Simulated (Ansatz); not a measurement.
Geometry optimisation, RKS B3LYP-D4/def2-SVP in Ansatz.

The input (input.yaml):

```yaml
crystal:
  periodic: [false, false, false]
  atoms:
    - { symbol: Ge, position_ang: [0.0, 0.0, 0.0] }
    - { symbol: F, position_ang: [0.0, 0.0, 1.68] }
    - { symbol: H, position_ang: [1.4616, 0.0, -0.5162] }
    - { symbol: F, position_ang: [-0.7913, 1.3709, -0.5594] }
    - { symbol: O, position_ang: [-0.8337, -1.4443, -0.5894] }
    - { symbol: H, position_ang: [-1.2883, -1.91, 0.183] }
basis:
  gaussian: { orbitals: def2-SVP }
hamiltonian:
  xc: b3lyp
  dispersion: d4
relax:
  f_tol: 0.02
  max_steps: 40
```

Run as:

```bash
$ ansatz run input.yaml --threads 1 --pin off --max-ram 2048MiB --backend cpu --events-out ev --progress --plain --runs-dir out
```

Task: Where does it end, and by what steps?

Result: The forces met the threshold. The force dipped under the threshold on the way, but the program's further checks kept it going. After 12 steps the energy has fallen by 0.205 eV; H6 moved furthest, 0.40 Å.

```tsv
step	energy less start (eV)	largest force component (eV/Å)	accepted
0	0.0000	1.846	yes
1	-0.1442	0.895	yes
2	-0.1761	0.153	yes
3	-0.1718	0.856	no
4	-0.1855	0.082	yes
5	-0.1952	0.272	yes
6	-0.1935	0.213	no
7	-0.2019	0.068	yes
8	-0.2048	0.028	yes
9	-0.2045	0.104	no
10	-0.2050	0.006	yes
11	-0.2045	0.252	no
12	-0.2053	0.006	yes
```

```xyz
6
Properties=species:S:1:pos:R:3
Ge 0.087 -0.063 0.016
F 0.097 0.088 1.741
H 1.486 0.049 -0.567
F -0.926 1.245 -0.499
O -0.655 -1.586 -0.429
H -1.541 -1.716 -0.063
```

The run took 43 s on 1 thread of Arm Neoverse V1 (shared host), peak memory 0.17 GiB.
